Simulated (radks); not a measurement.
Coulomb parameter of the 3d shell of the iron ion Fe3+ in the model configuration [Ar] 3d4 4p1, as a second difference U = [E(n + 0.25) + E(n - 0.25) - 2 E(n)] / (0.25)^2 with all orbitals relaxed. "Bare": the charge of the atom changes with n. "Screened": the 4p shell takes up the change at fixed total charge, which measures U(3d,3d) + U(4p,4p) - 2 U(3d,4p). Calculated with a radial shooting solver on a logarithmic mesh with Libxc functionals: Dirac Kohn-Sham, PBE, spin-unpolarised, spherical densities, point nucleus; open shells are shared between the two j in proportion to 2j + 1.

\begin{tabular}{lrr}
case & configuration & E - E(n) (eV) \\ \hline
start & [Ar] 3d4 4p1 & 0.000 \\
bare +0.25 & [Ar] 3d4.25 4p1 & -12.326 \\
bare -0.25 & [Ar] 3d3.75 4p1 & 13.573 \\
screened +0.25 & [Ar] 3d4.25 4p0.75 & -6.003 \\
screened -0.25 & [Ar] 3d3.75 4p1.25 & 6.385 \\
\end{tabular}

U(bare) = 19.954 eV, U(screened by 4p) = 6.114 eV.
